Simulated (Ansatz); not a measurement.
`[NH2][Sn][Br]` + NH₃ → `[NH2][Sn][NH2]` + HBr at 500 K and 1 bar (ligand exchange at the Sn–Br bond).

Calculated with Ansatz (gas phase, PBE0-D4/def2-TZVP geometries, no zero-point term in ΔE). CCSD(T)/CBS is the MP2 limit (def2-TZVPP, def2-QZVPP) plus CCSD(T) − MP2 in def2-TZVPP, frozen cores. This one scheme is used for every species. Elements past krypton have def2 core potentials. For Br, Sn outer-core shells are correlated without core-valence functions, which leaves a few kJ/mol of doubt a bond. Scalar relativity is left out up to krypton. One conformer a species, not always the lowest.

```json
{"species": "`[NH2][Sn][Br]`", "CCSD(T)/CBS energy (Eh)": "-2843.33195", "H − E (kJ/mol)": "97.7", "S (J/(mol·K))": "359.4"}
{"species": "NH₃", "CCSD(T)/CBS energy (Eh)": "-56.50880", "H − E (kJ/mol)": "108.2", "S (J/(mol·K))": "211.8"}
{"species": "`[NH2][Sn][NH2]`", "CCSD(T)/CBS energy (Eh)": "-325.87419", "H − E (kJ/mol)": "165.6", "S (J/(mol·K))": "359.4"}
{"species": "HBr", "CCSD(T)/CBS energy (Eh)": "-2573.91920", "H − E (kJ/mol)": "30.5", "S (J/(mol·K))": "213.7"}
```

H − E and S are ideal-gas, rigid-rotor, harmonic terms from PBE0-D4/def2-TZVP, for one conformer and one mirror image of each species. 1 Eh = 2625.50 kJ/mol, R = 8.31446 J/(mol·K).

Question: By hand: ΔE, ΔH, ΔS and ΔG.

Answer: ΔE = (-325.87419) + (-2573.91920) − (-2843.33195) − (-56.50880) = 0.04736 Eh = 124.3 kJ/mol. Δ(H − E) = 165.6 + 30.5 − 97.7 − 108.2 = -9.8, so ΔH = 114.5 kJ/mol. ΔS = 359.4 + 213.7 − 359.4 − 211.8 = 1.9 J/(mol·K). ΔG = 114.5 − 500 × (1.9)/1000 = 113.5 kJ/mol.

Question: By hand: the equilibrium constant, and the temperature at which ΔG would vanish if ΔH and ΔS stayed fixed.

Answer: log₁₀ K = −ΔG/(RT ln 10) = -11.9. ΔG = 0 at ΔH/ΔS = 60263 K, far beyond where these terms or the molecules hold.

The number of gas molecules stays the same, so ΔS is small and ΔH decides. A doubt of 5 kJ/mol in ΔE shifts log₁₀ K by 0.5 here. Other conformers and mirror images would add mixing entropy, several J/(mol·K) or more a flexible species. These are equilibria of isolated gas molecules and say nothing of rates. Largest T1 diagnostic: 0.016 (customary marks: 0.02 for closed shells, 0.045 for open ones).
